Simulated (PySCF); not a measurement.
Compound: BEt2(OH), C4H11BO.
Geometry (PBE0-D3(BJ)/def2-SVP, Å), atoms numbered from 1 in this order:
```xyz
17
C4H11BO angstrom
B     -0.3698   -0.9507    0.1749
C      1.1723   -0.8306   -0.1458
C      1.9104    0.1869    0.7257
H      1.2693   -0.5338   -1.2078
H      1.6451   -1.8227   -0.0630
H      2.9749    0.2677    0.4549
H      1.4756    1.1956    0.6386
H      1.8681   -0.0904    1.7913
C     -1.3405    0.3049    0.1680
C     -1.1557    1.2644   -1.0068
H     -1.1467    0.8490    1.1134
H     -2.3980   -0.0133    0.2328
H     -1.8128    2.1450   -0.9309
H     -0.1205    1.6348   -1.0673
H     -1.3776    0.7742   -1.9682
O     -0.8368   -2.1894    0.4921
H     -1.7858   -2.1922    0.6584
```

The closed-shell ground state was solved at several levels (PySCF, density fitting, gas phase, non-relativistic).

```
         level  basis functions  HOMO (eV)  LUMO (eV)  gap (eV)  dipole (D)
PBE0/def2-SVPD              211      -7.88       0.20      8.08        1.39
  KT2/pcSseg-1              157      -6.58      -0.56      6.02        1.35
 PBE0/pcSseg-1              157      -7.87       0.52      8.39        1.45
```

Q: What might B3LYP/pcJ-1 (272 basis functions) give for the same quantities?

A: HOMO -7.67 eV, LUMO 0.29 eV, gap 7.96 eV, dipole 1.47 D.

Q: Over all these levels, which gives the widest orbital gap and which the narrowest?

A: PBE0/pcSseg-1 (global hybrid, 25 % exact exchange) has the widest, 8.39 eV, and KT2/pcSseg-1 (GGA) the narrowest, 6.02 eV. The two share the basis. From the narrowest to the widest the HOMO moves by -1.29 eV and the LUMO by +1.08 eV.

Q: How far do the dipole and the HOMO energy spread over the levels?

A: The dipole runs from 1.35 to 1.47 D (mean 1.41 D) and the HOMO from -7.88 to -6.58 eV.

One conformer stands for the species.
